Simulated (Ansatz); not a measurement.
This geometry of CH₄BClOSi (9 atoms, charge 0, multiplicity 1) is a first-order saddle point.

All numbers below come from UKS PBE0-D4/6-31G* (Ansatz 0.2.0).

```xyz
9
Properties=species:S:1:pos:R:3
Cl -2.380 1.211 -0.249
B -0.927 0.285 -0.022
C 0.448 0.594 0.770
O 1.271 -0.577 0.482
Si 0.090 -1.236 -0.509
H 0.988 1.495 0.460
H 0.264 0.645 1.851
H 0.413 -2.459 -1.287
H -0.078 -0.005 -1.513
```

(1) Which two structures does it join? (They come from a converged band through this point; their orientation in space is the band's.)

(2) How far does it lie above each of them?

## Answers

(1) Bonds broken: Si5–H9. Bonds formed: B2–H9.

First end point:

```xyz
9
Properties=species:S:1:pos:R:3
Cl -2.498 1.152 0.130
B -0.942 0.406 0.016
C 0.357 0.626 0.895
O 1.262 -0.309 0.252
Si 0.228 -0.915 -0.949
H 0.765 1.647 0.854
H 0.233 0.372 1.959
H -0.021 -2.383 -0.836
H 0.704 -0.643 -2.338
```

Last end point:

```xyz
9
Properties=species:S:1:pos:R:3
Cl -2.379 1.068 -0.188
B -0.698 0.518 -0.496
C 0.435 0.558 0.688
O 1.131 -0.737 0.570
Si 0.035 -1.442 -0.425
H 1.185 1.341 0.530
H 0.040 0.639 1.704
H 0.592 -2.796 -0.811
H -0.253 0.804 -1.590
```

(2) 75.5 kJ/mol above the first and 31.6 kJ/mol above the second. This is the barrier of this one path; another mechanism may lie lower. The orbitals were unrestricted but ended closed-shell.

Run time: 2.4 min on 2 threads of Intel(R) Xeon(R) 6975P-C (Granite Rapids), on a shared host, peak memory 0.34 GiB.
